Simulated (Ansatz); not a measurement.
Ansatz (a first-principles code) input (CCSD(T)/def2-QZVPP):
A basis named .json is the Basis Set Exchange file of that set.

Ansatz 0.2 input:
```yaml
crystal:
  periodic: [false, false, false]
  atoms:
    - {symbol: C, position_ang: [-2.17756027, -0.52273193, -0.13803535]}
    - {symbol: Ga, position_ang: [-0.27813598, -0.06740232, -0.02227445]}
    - {symbol: Cl, position_ang: [1.28339558, -1.54873596, 0.07095061]}
    - {symbol: Cl, position_ang: [0.43914876, 1.96309787, 0.04443745]}
    - {symbol: H, position_ang: [-2.29848170, -1.49384468, -0.61410983]}
    - {symbol: H, position_ang: [-2.70796239, 0.24403065, -0.69973112]}
    - {symbol: H, position_ang: [-2.58923295, -0.56847493, 0.87096363]}
basis:
  gaussian:
    orbitals: def2-QZVPP.json
magnetization: {spin_polarized: false}
correlation: {method: ccsd_t, electrons: outside_noble_gas}
```

Output:

```
Functional definition: HF
integrals: 5.18 GiB planned
2284 factors; integrals over basis functions are off by at most 9.4e-4 eV
3.59 GiB of device memory are held for the factors and their scratch space
mean field: 3.03 GiB planned
mean field evaluation 1: about -78423.7190 eV, gradient 3.0e1 eV
mean field evaluation 2: about -78423.8094 eV, gradient 3.0e1 eV
mean field evaluation 4: about -78426.0453 eV, gradient 4.4e0 eV
mean field evaluation 8: about -78426.0811 eV, gradient 3.1e-1 eV
mean field evaluation 16: about -78423.7181 eV, gradient 3.0e1 eV
mean field -78426.08147359 eV, -2882.1053350471 hartree, gradient 2.4e-6 eV, S^2 0.000000; 0 other end points of the search recorded, 0 dependent functions left out
25 core orbitals not correlated
reference -78426.08147359 eV, -2882.1053350471 hartree; 12, 12 occupied and 339, 339 virtual orbitals, 2284 factors
second order -18.50643386 eV of doubles, -0.00000000 eV of singles
coupled cluster: 30.21 GiB planned
cycle   1  -19.24989192 eV  change   -7.4e-1 eV  update   7.5e-2
cycle   2  -19.62444106 eV  change   -3.7e-1 eV  update   2.1e-2
cycle   3  -19.68827920 eV  change   -6.4e-2 eV  update   9.5e-3
cycle   4  -19.68261623 eV  change    5.7e-3 eV  update   2.2e-3
cycle   5  -19.68191611 eV  change    7.0e-4 eV  update   9.0e-4
cycle   6  -19.68189564 eV  change    2.0e-5 eV  update   2.4e-4
cycle   7  -19.68179632 eV  change    9.9e-5 eV  update   8.4e-5
cycle   8  -19.68180591 eV  change   -9.6e-6 eV  update   2.8e-5
perturbative correction -0.87847092 eV, -0.0322832109 hartree
Total energy: -78446.64175042 eV, -2882.8609112843 hartree
```
